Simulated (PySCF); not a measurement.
Br$_{2}$Hg (SMILES [Br][Hg][Br]), singlet, geometry from GFN2-xTB (such geometries of metal compounds can be far from the true shape) (core potentials on Hg); DF-BLYP/def2-TZVPD (PySCF).

The PySCF input:
```python
from pyscf import gto, scf, dft
import numpy

mol = gto.Mole()
mol.atom = '''
    Hg    0.000000    0.000000    0.000000
    Br    0.000000    0.000000    2.423225
    Br   -0.000000   -0.000000   -2.423225
'''
mol.basis = 'def2-tzvpd'
mol.ecp = {'Hg': 'def2-tzvpd'}
mol.charge = 0
mol.spin = 0
mol.verbose = 4
mol.build()
print('smallest overlap eigenvalue', numpy.linalg.eigvalsh(mol.intor('int1e_ovlp'))[0])

mf = dft.RKS(mol)
mf.xc = 'blyp'
mf = mf.density_fit(auxbasis='def2-universal-jkfit')
mf.kernel()
mf.analyze()
```

It wrote (shortened):

```
PySCF version 2.14.0

[INPUT] verbose = 4
[INPUT] num. atoms = 3
[INPUT] num. electrons = 90
[INPUT] charge = 0
[INPUT] spin (= nelec alpha-beta = 2S) = 0
[INPUT] symmetry False subgroup None
[INPUT] Mole.unit = angstrom
[INPUT] Symbol           X                Y                Z      unit          X                Y                Z       unit  Magmom
[INPUT]  1 Hg     0.000000000000   0.000000000000   0.000000000000 AA    0.000000000000   0.000000000000   0.000000000000 Bohr   0.0
[INPUT]  2 Br     0.000000000000   0.000000000000   2.423225000000 AA    0.000000000000   0.000000000000   4.579231588199 Bohr   0.0
[INPUT]  3 Br     0.000000000000   0.000000000000  -2.423225000000 AA    0.000000000000   0.000000000000  -4.579231588199 Bohr   0.0

nuclear repulsion = 439.484215034303
number of shells = 54
number of NR pGTOs = 296
number of NR cGTOs = 160
basis = def2-tzvpd
ecp = {'Hg': 'def2-tzvpd'}
smallest overlap eigenvalue 0.0013222318478216602

******** <class 'pyscf.df.df_jk.DFRKS'> ********
method = DFRKS
initial guess = minao
damping factor = 0
level_shift factor = 0
DIIS = <class 'pyscf.scf.diis.CDIIS'>
diis_start_cycle = 1
diis_space = 8
diis_damp = 0
SCF conv_tol = 1e-09
SCF conv_tol_grad = None
SCF max_cycles = 50
direct_scf = False
XC library pyscf.dft.libxc version 7.1.2
    S. Lehtola, C. Steigemann, M. J. T. Oliveira, and M. A. L. Marques,  SoftwareX 7, 1–5 (2018)
XC functionals = blyp
    A. D. Becke,  Phys. Rev. A 38, 3098 (1988)
    C. Lee, W. Yang, and R. G. Parr,  Phys. Rev. B 37, 785 (1988)
    B. Miehlich, A. Savin, H. Stoll, and H. Preuss,  Chem. Phys. Lett. 157, 200 (1989)
radial grids:
    Treutler-Ahlrichs [JCP 102, 346 (1995); DOI:10.1063/1.469408] (M4) radial grids

becke partition: Becke, JCP 88, 2547 (1988); DOI:10.1063/1.454033
pruning grids: <function nwchem_prune>
grids dens level: 3
symmetrized grids: False
atomic radii adjust function: <function treutler_atomic_radii_adjust>
small_rho_cutoff = 0
Set gradient conv threshold to 3.16228e-05
Initial guess from minao.
tot grids = 64592
init E= -5280.56105856314
  HOMO = -0.5507818926469  LUMO = -0.488214426158679  gap/eV = 1.70255
cycle= 1 E= -5300.2961114639  delta_E= -19.7  |g|= 2.82  |ddm|= 12.3

WARN: HOMO 0.0380563330414363 == LUMO 0.0380563330414784

cycle= 2 E= -5267.84761421041  delta_E= 32.4  |g|= 6.15  |ddm|= 17.4
  HOMO = -0.479589028906473  LUMO = -0.427288247718039  gap/eV = 1.42318
cycle= 3 E= -5299.49140794258  delta_E= -31.6  |g|= 2.93  |ddm|= 17.5
  HOMO = -0.481178145691932  LUMO = -0.42787497833166  gap/eV = 1.45045
cycle= 4 E= -5299.77051017734  delta_E= -0.279  |g|= 2.78  |ddm|= 0.315
  HOMO = -0.278170957272803  LUMO = -0.221851493837615  gap/eV = 1.53253
cycle= 5 E= -5299.66030477611  delta_E= 0.11  |g|= 2.73  |ddm|= 1.74
  HOMO = -0.336330204441818  LUMO = -0.256532294248022  gap/eV = 2.17141
cycle= 6 E= -5301.53019408283  delta_E= -1.87  |g|= 1.27  |ddm|= 2.42
  HOMO = -0.298073247479717  LUMO = -0.168838991574331  gap/eV = 3.51664
cycle= 7 E= -5301.90395566793  delta_E= -0.374  |g|= 0.198  |ddm|= 1.84
  HOMO = -0.252303546198775  LUMO = -0.12385024338056  gap/eV = 3.49539
cycle= 8 E= -5301.91431573522  delta_E= -0.0104  |g|= 0.0705  |ddm|= 0.307
  HOMO = -0.255862612299361  LUMO = -0.125870096251266  gap/eV = 3.53728
cycle= 9 E= -5301.91536461081  delta_E= -0.00105  |g|= 0.0244  |ddm|= 0.0797
  HOMO = -0.257661999370182  LUMO = -0.12871343316828  gap/eV = 3.50887
cycle= 10 E= -5301.91546623982  delta_E= -0.000102  |g|= 0.00497  |ddm|= 0.0331
  HOMO = -0.257644598808308  LUMO = -0.128338753783022  gap/eV = 3.51859
cycle= 11 E= -5301.91547389401  delta_E= -7.65e-06  |g|= 0.000499  |ddm|= 0.00948
  HOMO = -0.257669039685361  LUMO = -0.128375006224695  gap/eV = 3.51827
cycle= 12 E= -5301.91547396871  delta_E= -7.47e-08  |g|= 1.69e-05  |ddm|= 0.000636
  HOMO = -0.257670732667327  LUMO = -0.128377062240298  gap/eV = 3.51826
cycle= 13 E= -5301.91547396872  delta_E= -7.28e-12  |g|= 1.67e-05  |ddm|= 4.08e-05
  HOMO = -0.257670771794621  LUMO = -0.128377243247412  gap/eV = 3.51826
Extra cycle  E= -5301.91547396834  delta_E= 3.78e-10  |g|= 3.92e-05  |ddm|= 6.82e-05
converged SCF energy = -5301.91547396834
**** SCF Summaries ****
Total Energy =                       -5301.915473968342667
Nuclear Repulsion Energy =             439.484215034303475
One-electron Energy =                -8309.888892695396862
Two-electron Energy =                 2568.489203692750834
Two-electron Coulomb Energy =         2765.037209863846783
DFT Exchange-Correlation Energy =     -196.548006171095750
HOMO-LUMO gap [eV] =                     3.518256115185995
**** MO energy ****
MO #1   energy= -481.152144384966  occ= 2
MO #2   energy= -481.152124891858  occ= 2
MO #3   energy= -61.8459082779984  occ= 2
MO #4   energy= -61.8458878309823  occ= 2
MO #5   energy= -55.7712436980364  occ= 2
MO #6   energy= -55.7712248602295  occ= 2
MO #7   energy= -55.7678955030176  occ= 2
MO #8   energy= -55.7678955029807  occ= 2
MO #9   energy= -55.7678770077581  occ= 2
MO #10  energy= -55.7678770077211  occ= 2
MO #11  energy= -8.40879375167807  occ= 2
MO #12  energy= -8.40876855281016  occ= 2
MO #13  energy= -6.289547184083    occ= 2
MO #14  energy= -6.28953167016903  occ= 2
MO #15  energy= -6.27948849618793  occ= 2
MO #16  energy= -6.27948849451555  occ= 2
MO #17  energy= -6.27947326056522  occ= 2
MO #18  energy= -6.27947325889293  occ= 2
MO #19  energy= -4.37081834130655  occ= 2
MO #20  energy= -2.54970504768374  occ= 2
MO #21  energy= -2.53899341984598  occ= 2
MO #22  energy= -2.5389934194088   occ= 2
MO #23  energy= -2.49608726909527  occ= 2
MO #24  energy= -2.49598171805338  occ= 2
MO #25  energy= -2.49345082490304  occ= 2
MO #26  energy= -2.49345082370094  occ= 2
MO #27  energy= -2.49343515298215  occ= 2
MO #28  energy= -2.49343515178021  occ= 2
MO #29  energy= -2.486025276473    occ= 2
MO #30  energy= -2.48601361110161  occ= 2
MO #31  energy= -2.48601016603639  occ= 2
MO #32  energy= -2.48599850067035  occ= 2
MO #33  energy= -0.715862375192988 occ= 2
MO #34  energy= -0.70088649032983  occ= 2
MO #35  energy= -0.476310984229062 occ= 2
MO #36  energy= -0.458702229456476 occ= 2
MO #37  energy= -0.458702229386155 occ= 2
MO #38  energy= -0.441374797330293 occ= 2
MO #39  energy= -0.441374134668253 occ= 2
MO #40  energy= -0.354517112292368 occ= 2
MO #41  energy= -0.313647096588    occ= 2
MO #42  energy= -0.274870730144202 occ= 2
MO #43  energy= -0.274870727619594 occ= 2
MO #44  energy= -0.257670774358701 occ= 2
MO #45  energy= -0.257670771794621 occ= 2
MO #46  energy= -0.128377243247412 occ= 0
MO #47  energy= -0.0517169037949424 occ= 0
MO #48  energy= -0.0517169032574953 occ= 0
MO #49  energy= -0.00250289747430052 occ= 0
MO #50  energy= 0.0311119734809774 occ= 0
MO #51  energy= 0.0311119741419955 occ= 0
MO #52  energy= 0.0312869492940877 occ= 0
MO #53  energy= 0.0376261818072714 occ= 0

WARN: Weak orthogonality for localized orbitals 1.4124705116331339e-08

Dipole moment(X, Y, Z, Debye): -0.00000,  0.00000, -0.00057
```
